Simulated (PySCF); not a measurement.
Calculation: PBE-D3(BJ)/def2-TZVP // BP86-D3(BJ)/def2-SVP run with PySCF. Isolated molecules, 0 K electronic values unless said otherwise. One relaxed conformer stands for a flexible species; it need not be the lowest. 

Reference species: [Zn(NH2)(CH3)] (neutral, multiplicity 1).

```
Item                                                            Result
------------------------------------------------------------  --------
charge on the central atom (meta-Löwdin)                        1.03 e
mean distance from the central atom to its bonded neighbours   1.886 Å
HOMO                                                          -5.40 eV
HOMO–LUMO gap                                                  4.57 eV
```

Changed species: [Zn(NH2)2] (0 of 2 NH2 replaced by CH3; the reference has 1 of 2 NH2 replaced by CH3).

**Question.** Give the shifts of the charge on the central atom (meta-Löwdin), mean distance from the central atom to its bonded neighbours, HOMO and HOMO–LUMO gap.

**Answer.** the charge on the central atom (meta-Löwdin) rises by 0.04 e, to 1.07 e; the mean distance from the central atom to its bonded neighbours decreases by 0.057 Å, to 1.829 Å; the HOMO falls by 0.13 eV, to -5.53 eV; the HOMO–LUMO gap drops by 0.26 eV, to 4.31 eV.
